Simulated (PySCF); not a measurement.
## C₆ coefficients of unlike pairs at r2SCAN0

Calculated with PySCF 2.14 from the dipole response of each species, C₆(A,B) = (3/π) ∫ α_A(iu) α_B(iu) du, in atomic units, from isotropic polarisabilities. For ions this is the dispersion term alone; charge-induced terms of lower order in 1/R come first.

```csv
species,configuration,basis,relativity,α (bohr³),C₆ (like pair)
Se,[Ar] 3d10 4s2 4p4 (3P),dyall-av2z (16s12p8d),none,24.51,209.8
Ar⁺,[Ne] 3s2 3p5 (2P),aug-cc-pwCVDZ (6s5p3d),none,6.751,31.52
Ti,[Ar] 3d2 4s2 (3F),def2-TZVPPD (6s6p4d2f1g),none,113.2,1367
O⁺,[He] 2s2 2p3 (4S),aug-cc-pVTZ-DK (5s4p3d2f),spin-free X2C,2.650,5.244
```

Q: Estimate C₆ for O⁺ with Se.

A: The integral gives 30.75. The combination rule 2 C_A C_B / (C_A α_B/α_A + C_B α_A/α_B) gives 30.91 and the geometric mean 33.17.

No spin-orbit coupling is included.

The other pairs:

| pair | C₆ |
| --- | --- |
| O⁺, Ar⁺ | 12.79 |
| O⁺, Ti | 59.56 |
| Ti, Se | 466.4 |
| Ar⁺, Se | 77.31 |
| Ti, Ar⁺ | 150.9 |
